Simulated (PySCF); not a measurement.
SMILES C[SiH](C)C#C[SiH2]Cl, singlet, GFN2-xTB optimised geometry.

```
16

Si     1.28    -2.40     0.00
Cl     0.64    -3.30     1.70
C      0.66    -0.66     0.00
C      0.24     0.47     0.02
Si    -0.41     2.22     0.07
C      0.33     3.07     1.60
C     -2.30     2.13     0.20
H      0.72    -3.13    -1.14
H      2.74    -2.40     0.00
H      0.01     2.89    -1.17
H     -0.02     4.10     1.68
H      1.42     3.10     1.54
H      0.07     2.55     2.51
H     -2.74     3.13     0.24
H     -2.62     1.60     1.10
H     -2.73     1.62    -0.65
```

Density from PBE0/def2-TZVP in PySCF at that geometry.

Minimum of the electron density along straight lines between bonded atoms, close to the bond critical point (lines longer than 1.1 times the sum of covalent radii, or with two minima, are not listed):

```csv
bond,length / Å,ρ at the minimum / e bohr⁻³,∇²ρ there / e bohr⁻⁵,position (fraction from the first atom)
Si1–Cl2,2.026,0.103,0.27,0.36
Si1–C3,1.847,0.118,0.29,0.39
C3–C4,1.211,0.424,-1.34,0.50
C4–Si5,1.860,0.113,0.29,0.61
Si5–C6,1.901,0.117,0.15,0.39
Si5–C7,1.901,0.117,0.15,0.39
Si1–H8,1.461,0.129,0.17,0.49
Si1–H9,1.461,0.129,0.17,0.49
Si5–H10,1.473,0.124,0.17,0.49
C6–H11,1.087,0.274,-0.92,0.64
C6–H12,1.086,0.275,-0.92,0.64
C6–H13,1.087,0.275,-0.92,0.64
C7–H14,1.087,0.274,-0.92,0.64
C7–H15,1.087,0.275,-0.92,0.64
C7–H16,1.086,0.275,-0.92,0.64
```
